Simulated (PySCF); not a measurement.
An unknown shows these calculated signals:

¹H NMR (400 MHz, computed): δ 5.43 (m, 1H), 4.02 (m, 1H), 3.59 (d, 3H), 3.57 (m, 3H), 3.33 (m, 1H), 2.15 (s, 3H).

¹³C{¹H} NMR (computed): δ 180.8 (C), 24.5 (CH3).

PySCF 2.14 calculation with shieldings: GIAO PBE0/pcSseg-1 and structure optimised with GFN2-xTB; isolated molecule, non-relativistic, one conformer, fast rotation and ring inversion assumed for equivalent nuclei.

Referencing at the same level of theory: ¹H (31.72 ppm), ¹³C (186.93 ppm) against TMS.

Q: Which of these does the molecule contain: a tert-butyl group, a Si–H bond, a benzene ring, an aldehyde?

A: 
- A tert-butyl group: no.
- A Si–H bond: yes (δH 5.43 (m)).
- A benzene ring: no.
- An aldehyde: no.

The data belong to `InChI=1S/C2H12O2Si4/c1-2(3)4-8(6)7-5/h8H,7H2,1,5-6H3/t8-/m1/s1`; they needn't prove each group on their own.

Carbon signals by region: 1 in the far downfield region (above 160 ppm), 1 below 50 ppm. Above 160 ppm: 180.8, carbonyl carbon.

Shifts are as computed. Against solution values, carbons near 30 ppm lie about +3 ppm off and those near 130 ppm about +5 ppm. Of 1211 compounds with measured shifts, 218 miss one by over three times the rms of a fit or turn the order of signals round; such compounds aren't used in these exercises. No couplings were computed; multiplicities are counted from neighbouring protons, with m where these are inequivalent, close in shift, in a saturated or five-membered ring or joined by F or P, and br s for small geminal =CH2 splittings.
